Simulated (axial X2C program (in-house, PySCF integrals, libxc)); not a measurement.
**CsS: bond constants with and without spin–orbit coupling**

Calculated with an axial X2C code built on PySCF integrals. Spin-free means the one-electron spin-free X2C Hamiltonian; two-component (2c) means X2C with spin–orbit coupling and atomic mean-field two-electron Coulomb and Gaunt terms, so the difference of the two also holds small scalar two-electron terms. Basis: Cs dyall-cv3z [15s15p9d4f1g], S dyall-av3z [9s8p3d2f] (cores contracted in-house); Gaussian nuclei, density fitting, unrestricted open shells. Masses: Cs 132.905 u, S 31.972 u.

State, spin-free: M_S = 1/2, Λ = 1 (beyond evenly filled blocks: π+α, π+β, π-α); electrons by block: σα: 16, σβ: 16, π+α: 8, π+β: 8, π-α: 8, π-β: 7, δ+α: 2, δ+β: 2, δ-α: 2, δ-β: 2. Fragments: Cs + S.

State, 2c: Ω = 3/2 (⟨Sz⟩ = 0.50, ⟨Lz⟩ = 1.00 at PBE0); electrons by block: 1/2: 24, -1/2: 24, 3/2: 10, -3/2: 9, 5/2: 2, -5/2: 2. Fragments: Cs + S.

```
Hamiltonian    level  Re (Å)  ωe (cm⁻¹)  Be (cm⁻¹)  αe (cm⁻¹)  De (eV)  D0 (eV)  k (mdyn/Å)   μ (D)
  spin-free     PBE0   3.053      197.3    0.07017   0.000332     2.76     2.75       0.591  -10.24
  spin-free       HF   3.178      183.2    0.06478   0.000302     1.63     1.62        0.51  -11.81
  spin-free      MP2   3.087      195.0    0.06863   0.000317     2.68     2.67       0.577     n/a
  spin-free     CCSD   3.109      192.0    0.06767   0.000312     2.61     2.60        0.56     n/a
  spin-free  CCSD(T)   3.103      192.6    0.06794   0.000314     2.66     2.64       0.563     n/a
  spin-free   r2SCAN   3.074      193.4    0.06921   0.000322     2.70     2.69       0.568  -10.36
         2c     PBE0   3.051      197.5    0.07027   0.000332     2.78     2.77       0.592  -10.21
         2c       HF   3.176      183.3    0.06484   0.000302     1.64     1.63        0.51  -11.79
         2c      MP2   3.085      195.1    0.06871   0.000317     2.68     2.67       0.578     n/a
         2c     CCSD   3.107      192.2    0.06774   0.000312     2.62     2.61       0.561     n/a
         2c  CCSD(T)   3.101      192.7    0.06801   0.000314     2.65     2.64       0.564     n/a
         2c   r2SCAN   3.072      193.6    0.06931   0.000322     2.73     2.71       0.569  -10.33
```

Correlated methods: 15 electrons correlated (number of frozen shells: Cs 4 s, 3 p, 2 d; S 2 s, 1 p), 295 virtual spin orbitals or spinors in MP2, 90 natural virtuals in coupled cluster.

Dipoles are positive if S is the positive end.

The state is a single determinant with fixed occupations, the lowest that a limited PBE0 search found. Dissociation energies refer to the lowest single-determinant-based atoms at the same level and basis. Density functionals use the spin component along the axis (collinear). Coupled cluster ran in a truncated set of natural virtual spinors; the MP2 energy of the rest was added. (T) has no such correction and the atoms are truncated less, which lowers De at CCSD(T) by a hundredth of an eV or more. In 2c an atomic determinant is not the ground J level, so De misses part of the atomic spin–orbit lowering. This holds for PBE0, r2SCAN. Other states lie close and PBE0, whose exact exchange favours high spin, may order them wrongly; the determinant shown need not be the ground state. The nearest other spin-free determinant of the search, M_S = 1/2, Λ = 0, lies 0.06 eV up at the distance of the search. The functionals have no current-density term, which raises determinants with orbital currents, atoms included. At some level and bond length an empty orbital lies below a filled one.

Rough cost a point (2c) on 1 thread(s) of a shared host, integrals apart: PBE0 1.3 s, HF 1 s, CCSD(T) 8 s, r2SCAN 1.1 s.

The whole task took 3.7 min on 1 thread of Arm Neoverse V1, with other jobs on the host.
